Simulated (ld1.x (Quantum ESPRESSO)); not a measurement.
## Pseudopotential generation for titanium: TM, BLYP, scalar-relativistic.

* Element: titanium
* Generator: ld1.x (Quantum ESPRESSO) 7.5
* Type: norm-conserving Troullier–Martins (Kleinman–Bylander form)
* Functional: BLYP
* Relativity: scalar-relativistic
* Frozen core: [Ne]
* Valence charge: 12
* Reference configuration: 3s2 3p6 3d2 4s0 4p0 (charge +2)
* Partial waves: 3s (bound): rc 1.50 bohr; 3d (bound): rc 1.20 bohr; 3p (bound): rc 1.40 bohr
* Local potential: the p channel
* Core correction: Bessel-smoothed model core, default radius (core density twice the valence density)

**Question.** Estimate the cutoffs (Ry, on a coarse ladder) from which the occupation-weighted sum of valence levels, in a spherical-Bessel basis at the reference potential, stays within 10 and 1 mRy of its value at 400 Ry.

**Answer.** 110 Ry and 140 Ry.

**Question.** What does a ghost test show?

**Answer.** No extra level below or beside the all-electron valence levels (s, d, p, f tested).

**Question.** Which valence shell sets the plane-wave cutoff?

**Answer.** 3d: its level needs 140 Ry to come within 1 mRy, against 70 Ry for 3s.

**Question.** Tests: 3s2 3p6 3d2 4s2 4p0; 3s2 3p6 3d2 4s1 4p0; 3s2 3p6 3d1 4s0 4p0; 3s2 3p6 3d3 4s0 4p0; 3s2 3p6 3d2 4s0 4p1; 3s2 3p6 3d2.5 4s1.5 4p0; 3s2 3p6 3d0 4s0 4p0. Which has the largest error in its energy relative to the reference configuration, and how large is it?

**Answer.** 3s2 3p6 3d2 4s2 4p0, with +426 meV (all-electron minus pseudo) on -21.00 eV.
